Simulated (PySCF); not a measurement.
PySCF input file for C2H5ClFNSi, SMILES N[Si@H](Cl)/C=C/F, C-PCM-PBE0/def2-SVP. The structure is a stationary point at ωB97X-D3(BJ)/def2-SVP. The structure was generated by enumeration; whether it is a known compound was not checked. Other conformers were not sampled.

```python
import numpy as np
from pyscf import gto, scf, dft
from pyscf.solvent import pcm

mol = gto.M(
    atom='''
    N    -2.17736489    0.50251898   -0.80405912
    Si   -0.79869066   -0.46760620   -0.49474314
    Cl   -0.58562789   -1.03829015    1.50835834
    C     0.72306153    0.49345595   -0.92739509
    C     1.72747029    0.69069723   -0.07499894
    F     2.81731525    1.38916655   -0.39396629
    H    -3.10581098    0.09312636   -0.81198739
    H    -2.20053042    1.46760115   -0.49042399
    H    -0.95831864   -1.73358798   -1.24959618
    H     0.81973283    0.93249226   -1.92811610
    H     1.76479651    0.31273681    0.95291019
    ''',
    basis='def2-SVP',
    charge=0,
    spin=0,
    max_memory=1600,
    verbose=3,
)
mf = dft.RKS(mol, xc='pbe0').density_fit(auxbasis='def2-universal-jkfit')
mf.grids.level = 3
mf.conv_tol = 1e-9
mf.max_cycle = 100
mf.kernel()
res = {}
for name, eps in {'water': 78.355, 'benzene': 2.2706, 'ethylethanoate': 5.9867}.items():
    s = mf.PCM()
    s.with_solvent.method, s.with_solvent.eps, s.with_solvent.lebedev_order = 'C-PCM', eps, 29
    s.kernel(mf.make_rdm1())
    res[name] = (s.e_tot, eps, s.dip_moment(), s.mo_energy, s.converged)
    print(f'{name}: electrostatic solvation free energy {(s.e_tot - mf.e_tot) * 627.509474:.3f} kcal/mol')
```

It prints:

```
converged SCF energy = -982.634852104777

WARN: PCM is an experimental feature. It is still in testing.
Features and APIs may be changed in the future.

converged SCF energy = -982.642378513576
Dipole moment(X, Y, Z, Debye): -2.11676,  1.04129, -0.88760
water: electrostatic solvation free energy -4.723 kcal/mol

WARN: PCM is an experimental feature. It is still in testing.
Features and APIs may be changed in the future.

converged SCF energy = -982.63894612149
Dipole moment(X, Y, Z, Debye): -1.93118,  0.93021, -0.78107
benzene: electrostatic solvation free energy -2.569 kcal/mol

WARN: PCM is an experimental feature. It is still in testing.
Features and APIs may be changed in the future.

converged SCF energy = -982.641106201085
Dipole moment(X, Y, Z, Debye): -2.04541,  0.99832, -0.84621
ethylethanoate: electrostatic solvation free energy -3.925 kcal/mol
```

The run converged.

Cost: very roughly 2.0 core-minutes.
